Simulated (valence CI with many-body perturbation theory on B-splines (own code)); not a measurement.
## Level structure of Ce I

Level of theory: configuration interaction combined with many-body perturbation theory (CI+MBPT): four valence electrons over a frozen Dirac-Fock core [Xe], a basis of 7 s, 7 p, 7 d, 7 f, 4 g, 2 h functions for each j, with the one-electron correlation potential Σ1 (screened to all orders), the two-electron term Σ2, the three-electron term Σ3, Breit, model QED; selected single and double excitations, second order for the rest (own B-spline code, finite nucleus).

Against 70 measured levels this calculation errs by 208 cm⁻¹ on average and by 603 at most. These come from a selection out of the NIST Handbook of Basic Atomic Spectroscopic Data. Levels without a partner in it may be off by more, other configurations by several thousand cm⁻¹. Among the levels kept, up to 710 cm⁻¹ of a level comes from second order outside the variational space, and about a tenth of that is noise between levels of different J, which matters for small intervals.

Levels 136 to 180 of 217, with energies above the lowest level, 4f5d6s² ¹G°_4. "Leading %" is the weight of the configuration and term that name the level; weights of strongly mixed levels are sums over their largest components and can fall short. In the jj column 3d3/2^4 stands for four electrons in 3d with j = 3/2. Lifetimes count E1, E2, E3, M1 and M2 decay at the calculated energies, and are blank where another channel may lead or the interval is too uncertain; long ones can be off by a factor of two.

```
No.  Configuration  Term  J  E (cm⁻¹)  Leading %                   Leading jj  Lifetime
136        4f²5d6s    ⁵K  6     12680         66      4f5/2^2 5d3/2 6s (51 %)   4.70 μs
137        4f5d²6s   ³D°  3     12716         17  4f7/2 5d3/2 5d5/2 6s (28 %)          
138          4f5d³   ⁵G°  2     12795         17      4f5/2 5d5/2^2 6s (21 %)          
139        4f5d²6s   ¹G°  4     12813         33      4f7/2 5d5/2^2 6s (55 %)          
140        4f5d²6s   ³G°  5     12844         50  4f7/2 5d3/2 5d5/2 6s (42 %)          
141       4f5d6s6p    ³H  4     12979         19  4f5/2 5d3/2 6s 6p1/2 (53 %)    466 ns
142        4f5d²6s   ³K°  6     12980         53  4f5/2 5d3/2 5d5/2 6s (32 %)          
143        4f²5d6s    ⁵I  5     13014         34      4f5/2^2 5d5/2 6s (47 %)          
144          4f5d³   ⁵G°  3     13042         18   4f5/2 5d3/2^2 5d5/2 (38 %)          
145        4f²5d6s    ⁵G  3     13051         38  4f5/2 5d3/2 6s 6p1/2 (25 %)    806 ns
146        4f²5d6s    ³H  4     13092         35      4f5/2^2 5d5/2 6s (40 %)    760 ns
147        4f5d²6s   ³D°  2     13110         18  4f7/2 5d3/2 5d5/2 6s (24 %)          
148        4f5d²6s   ³F°  2     13154         26   4f5/2 5d3/2^2 5d5/2 (27 %)          
149        4f5d²6s   ³H°  6     13199         65      4f7/2 5d5/2^2 6s (37 %)          
150       4f5d6s6p    ³H  5     13255         24  4f5/2 5d3/2 6s 6p1/2 (41 %)    313 ns
151          4f5d³   ⁵I°  6     13332         68   4f5/2 5d3/2 5d5/2^2 (47 %)          
152        4f5d²6s   ³D°  3     13366         55  4f7/2 5d3/2 5d5/2 6s (37 %)          
153        4f5d²6s   ³K°  7     13371         50  4f5/2 5d3/2 5d5/2 6s (41 %)   2.24 ms
154        4f5d²6s   ³H°  4     13409         61  4f7/2 5d3/2 5d5/2 6s (20 %)          
155        4f²5d6s    ⁵I  6     13444         63      4f5/2^2 5d5/2 6s (30 %)          
156        4f5d²6s   ³H°  5     13596         42  4f5/2 5d3/2 5d5/2 6s (17 %)          
157       4f5d6s6p    ⁵H  3     13607         45  4f5/2 5d3/2 6s 6p1/2 (50 %)    250 ns
158        4f5d²6s   ³D°  2     13617         34  4f7/2 5d3/2 5d5/2 6s (39 %)          
159        4f²5d6s    ⁵K  7     13620         75  4f5/2 4f7/2 5d3/2 6s (38 %)   5.18 μs
160          4f5d³   ⁵H°  3     13634         79   4f5/2 5d3/2^2 5d5/2 (39 %)          
161        4f5d²6s   ³F°  3     13674         35   4f5/2 5d3/2^2 5d5/2 (17 %)          
162          4f5d³   ³F°  4     13679         39   4f5/2 5d3/2 5d5/2^2 (30 %)          
163        4f²5d6s    ³I  5     13722         20  4f5/2 4f7/2 5d3/2 6s (49 %)   1.59 μs
164        4f5d²6s   ⁵F°  5     13745         70      4f7/2 5d5/2^2 6s (50 %)          
165        4f5d²6s   ³D°  1     13761         32  4f7/2 5d3/2 5d5/2 6s (30 %)   6.94 ms
166        4f²5d6s    ³H  6     13774         46  4f5/2 4f7/2 5d3/2 6s (42 %)          
167        4f²5d6s    ⁵G  2     13779         32  4f5/2 5d3/2 6s 6p1/2 (38 %)    490 ns
168        4f²5d6s    ⁵G  4     13784         43  4f5/2 4f7/2 5d3/2 6s (18 %)   1.02 μs
169        4f²5d6s    ⁵H  3     13870         50      4f5/2^2 5d3/2 6s (29 %)    466 ns
170          4f5d³   ⁵S°  2     13892         30   4f5/2 5d3/2^2 5d5/2 (22 %)          
171          4f5d³   ⁵S°  2     13997         28   4f5/2 5d3/2 5d5/2^2 (26 %)          
172        4f5d²6s   ³F°  3     14058         18  4f7/2 5d3/2 5d5/2 6s (20 %)          
173        4f5d²6s   ³P°  0     14076         72      4f7/2 5d5/2^2 6s (33 %)    2.57 s
174          4f5d³   ⁵H°  4     14089         64   4f5/2 5d3/2^2 5d5/2 (37 %)          
175        4f5d²6s   ³F°  3     14094         23      4f7/2 5d5/2^2 6s (25 %)          
176        4f5d²6s   ³H°  6     14097         54      4f7/2 5d3/2^2 6s (24 %)   49.6 μs
177       4f5d6s6p    ⁵F  1     14119         39  4f5/2 5d3/2 6s 6p1/2 (60 %)    291 ns
178       4f5d6s6p    ³F  3     14143         22  4f5/2 5d3/2 6s 6p1/2 (30 %)    344 ns
179       4f5d6s6p    ³D  2     14152         22  4f5/2 5d3/2 6s 6p1/2 (62 %)    306 ns
180          4f5d³   ⁵I°  7     14181         75   4f7/2 5d3/2 5d5/2^2 (28 %)    476 μs
```

Names give the largest LS component (configuration and term), which can be under half, so a name can repeat, a term be missing and a line seem to break the LS rules; names also repeat where a configuration has a term twice.

Where two levels of one J and parity lie close, their mixing, g and order are uncertain.
